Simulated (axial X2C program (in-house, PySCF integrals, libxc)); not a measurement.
Potential curves of GeBr⁻, without spin–orbit coupling

Calculated with an in-house relativistic program for diatomic molecules. Spin-free means the one-electron spin-free X2C Hamiltonian. Basis: Br dyall-acv3z [9s10p7d5f1g], Ge dyall-acv3z [10s10p8d5f1g] (cores contracted in-house); Gaussian nuclei, density fitting, unrestricted open shells. Masses: Br 78.918 u, Ge 73.921 u.

State: M_S = 1, Λ = 0 (beyond evenly filled blocks: π+α, π-α). Energies in cm⁻¹ from the fragments at the same level (Br- + Ge). Fits are polynomials in 1 − R0/R over 0.85 to 1.23 times the lowest point R0.

```tsv
R (Å)	HF	MP2	CCSD(T)
2.3041	-6779	-11075	-10921
2.3801	-7979	-12078	-11980
2.4560	-8695	-12596	-12550
2.5320	-9054	-12758	-12759
2.6206	-9150	-12621	-12672
2.7092	-9004	-12239	-12334
2.8232	-8590	-11522	-11664
```

Correlated methods: 12 electrons correlated (number of frozen shells: Br 3 s, 2 p, 1 d; Ge 3 s, 2 p, 1 d), 312 virtual spin orbitals or spinors in MP2, 89 natural virtuals in coupled cluster.

The state is one determinant whose occupation by symmetry is held fixed; it was picked as the lowest of a PBE0 search that is not exhaustive. De is counted from the lowest determinant-based energies of the atoms at the same level, without counterpoise correction. Coupled cluster ran in a truncated set of natural virtual spinors; the MP2 energy of the rest was added. (T) has no such correction and the atoms are truncated less, which lowers De at CCSD(T) by a hundredth of an eV or more. PBE0 can misorder states that lie within some tenths of an eV, so this need not be the ground state of the molecule. The nearest other spin-free determinant of the search, M_S = 0, Λ = 2, lies 0.72 eV up at the distance of the search. With the outer-core shells frozen, correlated bond lengths of heavy atoms tend to come out a few hundredths of an ångström too long. Spin-free De lacks the spin–orbit lowering of the heavy p-block atom, a tenth of an eV or more for 4p and 5p, up to an eV for 6p and one to two eV for 7p atoms, less what an open-shell molecule gains itself. Hartree–Fock gets electron affinities wrong, so its lowest charge split need not be the true one. Coupled cluster ran on the points near the minimum only. MP2 and coupled cluster on one determinant become unreliable at the stretched end.

(1) Fit the HF curve near its minimum: give the equilibrium distance, the harmonic wavenumber and the well depth.

(2) Fit the MP2 curve near its minimum: give the equilibrium distance, the harmonic wavenumber and the well depth.

(3) What are Re, ωe and De at the CCSD(T) level?

Answers

(1) At HF, spin-free: Re = 2.606 Å, ωe ≈ 170 cm⁻¹, De = 1.13 eV to Br- + Ge; Be follows as 0.065 cm⁻¹.

(2) At MP2, spin-free: Re = 2.537 Å, ωe ≈ 198 cm⁻¹, De = 1.58 eV to Br- + Ge; Be follows as 0.0686 cm⁻¹.

(3) At CCSD(T), spin-free: Re = 2.550 Å, ωe ≈ 194 cm⁻¹, De = 1.58 eV to Br- + Ge; Be follows as 0.0679 cm⁻¹.
